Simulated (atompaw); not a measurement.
chromium: one change to a PAW (atompaw) potential, before and after

atompaw 4.2.0.5 input, output lines left out:

```
Cr 24
GGA-PBESOL scalarrelativistic loggrid 1500 logderivrange -3 5 201
4 4 3 0 0 0
4 0 0.5
4 1 0
3 2 5
0 0 0
c
c
c
v
c
c
v
v
2
3.00 2.80 2.45 1.80
y
0.4
n
y
3.1
n
y
1.95
n
custom polynom2 7 10 vanderbiltortho sinc
3 0 troulliermartins
3.00
3.00
3.00
2.50
1.30
1.30
```

Change: local potential troulliermartins scheme with l = 3 at 0 Ry, radius 1.38 bohr.

Cutoffs: the cutoffs (Ry, on a coarse ladder) from which the occupation-weighted sum of valence levels, in a spherical-Bessel basis at the reference potential, stays within 10 and 1 mRy of its value at 400 Ry; they do not see the model core or the augmentation charge, which bear on the density cutoff.

What does the change do?

A bound ghost appears in s, which as a rule spoils a file; the range in which the s phases agree widens (upper end 1.6 → 2.6); the range in which the p phases agree narrows (upper end 3.8 → 2.3). A state that the projectors do not describe sees the local part alone, so a deeper or shallower local part can create or remove a ghost.

| quantity | base | changed |
| --- | --- | --- |
| cutoff, loose | 300 Ry | 300 Ry |
| cutoff, tight | over 300 Ry | over 300 Ry |
| bound ghosts | none | s |
| s: phases at 3.01 bohr within 0.05 rad from the reference energy up to (Ry; the scan ends near 5) | 1.6 | 2.6 |
| p: phases at 3.01 bohr within 0.05 rad from the reference energy up to (Ry; the scan ends near 5) | 3.8 | 2.3 |
| d: phases at 3.01 bohr within 0.05 rad from the reference energy up to (Ry; the scan ends near 5) | to the end of the scan | to the end of the scan |
| lowest overlap eigenvalue by channel | s 0.89, p 1.00, d 0.96 | s 0.81, p 1.00, d 0.88 |

 A true bound ghost makes a file unfit for plane-wave use even where its test errors are small: the radial tests pick states by their node count and pass the ghost by. The cutoffs see the waves, projectors and local potential, not the compensation charge or the core.
